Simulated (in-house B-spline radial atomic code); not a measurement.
A fraction x of an electron is removed from 5p in the praseodymium ion Pr⁴⁺, starting from [Xe] 4f1 and keeping the highest spin. Method: scalar-relativistic (X2C) PW91, spin-polarised, spherical fractional occupations, Fermi nucleus of rms radius 4.8919 fm. Calculated with a radial B-spline atomic code at the basis-set limit.

```
   x  E(x) - E(0) (eV)  5p down level (eV)
   0            0.0000             -61.223
0.02            1.2270             -61.479
0.23                 ?                   ?
0.27           16.9969             -64.684
0.41           26.1789             -66.489
 0.5           32.2153             -67.653
0.56           36.2978             -68.431
0.71           46.7085             -70.380
0.76           50.2438             -71.031
0.89                 ?                   ?
   1           67.6673             -74.168
```

Question: What belongs in the row x = 0.23?

Answer: An energy change of 14.4198 eV; 5p down at -64.170 eV.

Question: What belongs in the row x = 0.89?

Answer: An energy change of 59.5881 eV; 5p down at -72.728 eV.

Question: Check Janak's theorem between x = 0.27 and 0.41.

Answer: The slope of the energy is 65.59 eV; the orbital levels give 65.59 eV (-ε of the emptying orbital, averaged over the two points).
